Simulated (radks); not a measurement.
Values are calculated unless marked as measured or tabulated.
Question: Co10+, 17 electrons, occupied as [Ne] 3s1 3p5 4f1 (not the ground configuration). Code: a radial shooting solver on a logarithmic mesh with Libxc functionals. Model: non-relativistic Kohn-Sham, SOGGA, spin-unpolarised, spherical densities, point nucleus. Some entries of the table are withheld. Estimate them.

orbital,occ.,eigenvalue (hartree),r(max) (bohr),<1/r> (bohr^-1)
1s,2,(1),0.03752,(2)
2s,2,-42.93930,0.2159,5.730
2p,6,-38.71553,0.1730,5.682
3s,1,(3),0.6357,2.057
3p,5,-11.13766,0.6254,1.985
3d,0,(4),0.5405,(5)
4s,0,-5.48594,1.411,0.9693
4p,0,-5.01156,1.455,0.9297
4f,1,-3.71696,1.292,0.7747
5f,0,-2.29778,2.807,0.4776

Answer: 
(1) 1s eigenvalue (hartree): -286.5299
(2) 1s <1/r> (bohr^-1): 26.50
(3) 3s eigenvalue (hartree): -12.46422
(4) 3d eigenvalue (hartree): -9.03495
(5) 3d <1/r> (bohr^-1): 1.833
